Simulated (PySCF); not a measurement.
BrFH₂O₂Si, SMILES O[Si](O)(F)Br.

Geometry optimised at r2SCAN-D4/def2-SVP. A frequency run showed that this geometry is not a minimum. The structure was generated by enumeration, and PubChem lists no compound with its InChIKey, so it may never have been made. The values are those of a single conformer.

The numbers are results of TDDFT-CAM-B3LYP/def2-SVPD in PySCF, not measurements.

Vertical excitations. The molecule is in vacuum.

```json
[
 {"state": "S1", "energy (eV)": "7.30", "λ (nm)": "170", "f": "0.027", "main pairs": "HOMO→LUMO 77 %, HOMO→LUMO+2 12 %"},
 {"state": "S2", "energy (eV)": "7.35", "λ (nm)": "169", "f": "0.042", "main pairs": "HOMO−1→LUMO 77 %"},
 {"state": "S3", "energy (eV)": "8.29", "λ (nm)": "150", "f": "0.007", "main pairs": "HOMO→LUMO+1 31 %, HOMO−3→LUMO 18 %, HOMO−1→LUMO+2 7 %, HOMO−1→LUMO+1 7 %"},
 {"state": "S4", "energy (eV)": "8.44", "λ (nm)": "147", "f": "0.005", "main pairs": "HOMO−2→LUMO 14 %, HOMO→LUMO+1 14 %, HOMO→LUMO+2 11 %, HOMO−1→LUMO+2 10 %"},
 {"state": "S5", "energy (eV)": "8.55", "λ (nm)": "145", "f": "0.034", "main pairs": "HOMO−1→LUMO+1 30 %, HOMO−2→LUMO 28 %, HOMO−1→LUMO 6 %, HOMO−1→LUMO+4 6 %"},
 {"state": "S6", "energy (eV)": "8.79", "λ (nm)": "141", "f": "0.083", "main pairs": "HOMO−3→LUMO 38 %, HOMO→LUMO+1 16 %, HOMO→LUMO+2 13 %"},
 {"state": "S7", "energy (eV)": "8.92", "λ (nm)": "139", "f": "0.086", "main pairs": "HOMO→LUMO+5 20 %, HOMO−2→LUMO 16 %, HOMO→LUMO+2 14 %, HOMO→LUMO+1 9 %"},
 {"state": "S8", "energy (eV)": "8.96", "λ (nm)": "138", "f": "0.003", "main pairs": "HOMO−1→LUMO+1 25 %, HOMO−1→LUMO+2 24 %, HOMO−1→LUMO+5 11 %, HOMO−2→LUMO 9 %"},
 {"state": "S9", "energy (eV)": "9.11", "λ (nm)": "136", "f": "0.068", "main pairs": "HOMO→LUMO+2 27 %, HOMO→LUMO+5 26 %, HOMO→LUMO+4 9 %, HOMO−1→LUMO+5 9 %"},
 {"state": "S10", "energy (eV)": "9.17", "λ (nm)": "135", "f": "0.034", "main pairs": "HOMO−1→LUMO+5 30 %, HOMO−1→LUMO+2 22 %, HOMO−1→LUMO+4 12 %, HOMO→LUMO+5 7 %"},
 {"state": "T1", "energy (eV)": "6.88", "λ (nm)": "180", "f": "0", "main pairs": "HOMO→LUMO 63 %, HOMO→LUMO+2 15 %"},
 {"state": "T2", "energy (eV)": "6.93", "λ (nm)": "179", "f": "0", "main pairs": "HOMO−1→LUMO 64 %, HOMO−1→LUMO+2 15 %"},
 {"state": "T3", "energy (eV)": "7.91", "λ (nm)": "157", "f": "0", "main pairs": "HOMO−3→LUMO 32 %, HOMO−1→LUMO+1 14 %, HOMO→LUMO+1 13 %"},
 {"state": "T4", "energy (eV)": "8.04", "λ (nm)": "154", "f": "0", "main pairs": "HOMO−2→LUMO 53 %, HOMO−2→LUMO+1 8 %"}
]
```
Triplets are in the Tamm–Dancoff approximation, which puts them higher than full response would, so one can lie above its singlet here.
